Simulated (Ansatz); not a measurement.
Program: Ansatz. Geometries: PBE0-D4/def2-TZVP. ΔE: electronic, gas phase. CCSD(T)/CBS is the MP2 limit (def2-TZVPP, def2-QZVPP) plus CCSD(T) − MP2 in def2-TZVPP, frozen cores. This one scheme is used for every species. Functionals use def2-TZVPP. B3LYP here is the variant with VWN-RPA as its local correlation; programs differ in this. For Ga outer-core shells are correlated without core-valence functions, which leaves a few kJ/mol of doubt a bond. Scalar relativity is left out up to krypton. Each species was taken in one conformer, which may not be the lowest.

Consider the ligand exchange at the Si–C bond: `F[Si@H]1[GaH][C@@H]1[SiH3]` + `N=CS` → `[SiH3]/N=C\S` + `F[SiH]1[CH2][GaH]1`.

(1) Is it downhill or uphill in electronic energy at CCSD(T)/CBS, and by how much? (Best estimate.)

(2) What do these levels give: r2SCAN-D4, PBE0-D4, B3LYP-D4, ωB97M-V, B2PLYP, PBE, PBE0, SCS-MP2/def2-TZVPP, MP2/def2-QZVPP, SCS-MP2/def2-QZVPP, HF/CBS(def2), CCSD/CBS(def2)? (Best estimate.)

Largest T1 diagnostic among the species: 0.015.

## Answers

(1) Ansatz gave: Downhill: ΔE = -8.4 kJ/mol.

(2) Computed: r2SCAN-D4 -14.9, PBE0-D4 -9.2, B3LYP-D4 -16.5, ωB97M-V -9.8, B2PLYP -16.1, PBE -14.2, PBE0 -10.7, SCS-MP2/def2-TZVPP -10.3, MP2/def2-QZVPP -9.8, SCS-MP2/def2-QZVPP -10.6, HF/CBS(def2) -15.0, CCSD/CBS(def2) -7.9 kJ/mol.

From PBE to PBE0 (25 % exact exchange), in def2-TZVPP and without D4, ΔE moves by +3.5 kJ/mol. In def2-TZVPP, CCSD(T) changes the Hartree–Fock value by +6.1 kJ/mol (the triples alone add −0.5 kJ/mol) and MP2 by +4.9 kJ/mol.
